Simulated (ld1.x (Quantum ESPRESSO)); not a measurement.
**Which change was made? (Zr, TM)**

- Element: Zr (Z = 40)
- Generator: ld1.x (Quantum ESPRESSO) 7.5
- Type: norm-conserving Troullier–Martins (Kleinman–Bylander form)
- Functional: BLYP
- Relativity: scalar-relativistic
- Frozen core: [Ar] 3d10 4s2
- Valence charge: 10
- Reference configuration: 4p6 4d2 5s1.75 5p0 (charge +0.25)
- Partial waves: 5s (bound): rc 2.60 bohr; 4p (bound): rc 1.90 bohr; 4d (bound): rc 1.55 bohr
- Local potential: all-electron potential smoothed inside 2.10 bohr (lloc = -1)
- Core correction: Bessel-smoothed model core inside 1.50 bohr

Cutoffs, loose and tight: the cutoffs (Ry, on a coarse ladder) from which the occupation-weighted sum of valence levels, in a spherical-Bessel basis at the reference potential, stays within 10 and 1 mRy of its value at 400 Ry. They do not see the model core or the augmentation charge, which bear on the density cutoff. Test errors are all-electron minus pseudo excitation energies from the reference, over the configurations 4p6 4d2 5s2 5p0; 4p6 4d2 5s1 5p0; 4p6 4d2 5s0 5p0; 4p6 4d2 5s1.5 5p0; 4p5 4d2 5s2 5p0; 4p6 4d1 5s2 5p0; 4p6 4d3 5s0 5p0; variants that change the core or the reference have their own tests. The largest error is taken over the tests solved by every variant that gives reliable tests at all, those not shown here included: 4p6 4d2 5s0 5p0; 4p6 4d2 5s1 5p0; 4p6 4d2 5s1.5 5p0; 4p6 4d2 5s2 5p0; 4p6 4d3 5s0 5p0.

The base gives: outcome: generated; cutoff, loose: 35 Ry; cutoff, tight: 45 Ry; bound ghosts: s; largest test error (meV): -52.

Q: After one change the result is: outcome: generated; cutoff, loose: 30 Ry; cutoff, tight: 40 Ry; bound ghosts: s; largest test error (meV): -64. Which change was it?
A. all radii but the core radius scaled by about 0.85 (s 2.22, p 1.62, d 1.32 bohr); local potential all-electron potential smoothed inside 1.80 bohr (lloc = -1)
B. all radii but the core radius scaled by about 0.78 (s 2.02, p 1.48, d 1.20 bohr); local potential all-electron potential smoothed inside 1.64 bohr (lloc = -1)
C. all radii but the core radius scaled by about 1.38 (s 3.58, p 2.62, d 2.14 bohr); local potential all-electron potential smoothed inside 2.88 bohr (lloc = -1)
D. all radii but the core radius scaled by about 1.18 (s 3.06, p 2.24, d 1.82 bohr); local potential all-electron potential smoothed inside 2.46 bohr (lloc = -1)

A: D. The others give: all radii but the core radius scaled by about 0.85 (s 2.22, p 1.62, d 1.32 bohr); local potential all-electron potential smoothed inside 1.80 bohr (lloc = -1) → outcome: generated; cutoff, loose: 50 Ry; cutoff, tight: 80 Ry; bound ghosts: s; largest test error (meV): -23 | all radii but the core radius scaled by about 1.38 (s 3.58, p 2.62, d 2.14 bohr); local potential all-electron potential smoothed inside 2.88 bohr (lloc = -1) → outcome: generated; cutoff, loose: 30 Ry; cutoff, tight: 40 Ry; bound ghosts: none; largest test error (meV): -49 | all radii but the core radius scaled by about 0.78 (s 2.02, p 1.48, d 1.20 bohr); local potential all-electron potential smoothed inside 1.64 bohr (lloc = -1) → outcome: generated; cutoff, loose: 90 Ry; cutoff, tight: 110 Ry; bound ghosts: s; largest test error (meV): -24.
